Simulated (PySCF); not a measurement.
Cartesian coordinates (Å):
```xyz
5

Y     -0.0817     0.0282     0.0378
F      0.5844    -1.3265     1.3686
F     -2.0383     0.4959     0.0311
O      1.1879     0.9002    -1.2706
H      1.7825     1.3303    -1.8979
```
Charge 0, spin multiplicity 1.

Q: Estimate the LUMO, HOMO and dipole moment that PySCF with TPSSh-D3(BJ)/def2-TZVP // TPSS-D3(BJ)/def2-SVP returns for this input.

A: 
```
Item              Value
-------------  --------
LUMO           -2.24 eV
HOMO           -7.80 eV
dipole moment    2.35 D
```
